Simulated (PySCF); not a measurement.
A structure optimised at B3LYP-D3(BJ)/def2-TZVP, used in a PySCF frequency run:

```xyz
4

Zn    -0.0100    -0.0165     0.0000
Cl     0.0108    -2.1277     0.0000
S     -0.0721     2.1506     0.0000
H      1.2696     2.2572     0.0000
```

Q: Write its SMILES, formula and point group.

A: [SH][Zn][Cl], ClHSZn, Cs

Q: What are its rotational constants (standard atomic weights)?

A: 286.84, 1.6108, 1.6018 GHz
